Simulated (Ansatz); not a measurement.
## Relative stability

Two isomers of B$_{2}$SiH$_{5}$O (charge +1), singlet, relaxed at PBE0-D4/def2-TZVP (vibrations not checked).

A:

B1  (1.277, 1.480, -1.005)
B2  (-1.553, -0.902, 1.194)
O3  (-0.470, -0.652, 0.374)
Si4  (0.761, -0.416, -0.559)
H5  (0.794, 1.983, -1.968)
H6  (2.050, 2.035, -0.293)
H7  (1.415, -1.661, -1.011)
H8  (-1.332, -0.969, 2.359)
H9  (-2.607, -1.021, 0.661)
(Å)

B:

```xyz
9
angstrom
B 0.7031 1.5085 -1.0109
B 0.0372 0.0277 -0.9427
Si -0.1046 -1.0601 0.7074
O -1.3773 -0.8031 1.6105
H 1.8696 1.6627 -1.2241
H 0.0144 2.4748 -0.8525
H -0.4018 -0.5030 -1.9236
H 0.8660 -2.0633 1.1985
H -1.6066 -1.2442 2.4373
```

Computed with Ansatz 0.2.0 (basis: def2-TZVPP); correlated methods freeze the cores. B3LYP uses VWN-RPA correlation.

Problem. Which structure is lower at CCSD(T), and by how much? (Judge from chemistry; the value comes from the calculation.)

Solution. Computed: A, by 23.78 kcal/mol (electronic energy, against the other). By their contacts, A is B₂SiH₅O ([BH2][O][SiH][BH2]), total charge +1 and B is B₂SiH₅O ([BH2][BH][SiH][OH]), total charge +1.

All methods give the same order:

```json
{"method": "PBE-D4", "E(B) − E(A) (kcal/mol)": "17.29"}
{"method": "r2SCAN-D4", "E(B) − E(A) (kcal/mol)": "19.41"}
{"method": "PBE0-D4", "E(B) − E(A) (kcal/mol)": "19.52"}
{"method": "B3LYP-D4", "E(B) − E(A) (kcal/mol)": "22.74"}
{"method": "wB97M-V", "E(B) − E(A) (kcal/mol)": "22.29"}
{"method": "HF", "E(B) − E(A) (kcal/mol)": "29.69"}
{"method": "MP2", "E(B) − E(A) (kcal/mol)": "25.04"}
{"method": "CCSD", "E(B) − E(A) (kcal/mol)": "24.45"}
{"method": "CCSD(T)", "E(B) − E(A) (kcal/mol)": "23.78"}
```

No T1 diagnostic of these runs exceeds 0.017.

Labels in which every atom is bracketed show which atoms are joined, not bond orders.
